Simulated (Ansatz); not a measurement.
Isomers of C₂H₅FGe, relaxed with PBE0-D4/def2-TZVP in Ansatz; electronic energies, one conformer each and not always the lowest. Functionals use def2-TZVPP; CBS adds triple-zeta CCSD(T) − MP2 to the MP2 limit of def2-TZVPP and def2-QZVPP.

Outer-core shells of Ge are correlated without core-valence functions. Scalar relativity is left out up to krypton. Spin–orbit coupling is left out.

Order them by energy at frozen-core CCSD(T)/CBS, lowest first. (Estimate.)
A. `F/C=[CH]/[GeH3]`
B. `C[CH2][Ge][F]`
C. `[F][GeH]1[CH2][CH2]1`

B (0.0 kJ/mol), C (98.0 kJ/mol), A (166.5 kJ/mol).

How do r2SCAN-D4, MP2/CBS(def2), PBE-D4, HF/CBS(def2) place them (kJ/mol, against `C[CH2][Ge][F]`)? (An estimate is asked.)

The calculation gave: 
| isomer | r2SCAN-D4 | MP2/CBS(def2) | PBE-D4 | HF/CBS(def2) |
| --- | --- | --- | --- | --- |
| `[F][GeH]1[CH2][CH2]1` | 91.2 | 88.3 | 104.1 | 114.5 |
| `F/C=[CH]/[GeH3]` | 155.6 | 174.1 | 166.1 | 151.7 |
